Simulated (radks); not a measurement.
Results of a calculation; reference values are marked as such.
Er V, 64 electrons, occupied as [Xe] 4f10. Level of theory: Dirac Kohn-Sham, LDA (Slater exchange, Perdew-Wang correlation), spin-unpolarised, spherical densities, point nucleus; open shells fill j = l - 1/2 first (a radial shooting solver on a logarithmic mesh with Libxc functionals).

Radial electron density D(r) = 4 pi r^2 rho(r):

```
   r/bohr * D(r) (the largest magnitude, 122, reaches the edge; | marks zero)
0.0007354 |*
 0.000973 | *
 0.001277 |   *
  0.00169 |     *
 0.002218 |       *
 0.002935 |           *
 0.003883 |                *
 0.005097 |                       *
 0.006744 |                              *
 0.008852 |                                    *
  0.01171 |                                         *
   0.0155 |                                         *
  0.02034 |                                       *
  0.02691 |                                     *
  0.03533 |                                        *
  0.04674 |                                                *
  0.06185 |                                                      *
  0.08118 |                                                 *
   0.1074 |                                         *
    0.141 |                                            *
   0.1865 |                                                *
   0.2468 |                                  *
    0.324 |                      *
   0.4286 |                         *
   0.5626 |                       *
   0.7444 |             *
    0.985 |       *
    1.293 |    *
    1.711 | *
    2.245 |*
    2.971 *
    3.931 *
```

D(r) has 4 maxima, at r = 0.0141, 0.0628, 0.175, 0.472 bohr, and minima at 0.0273, 0.115, 0.337 bohr, inside which lie 2.02, 11.19, 29.58 electrons.
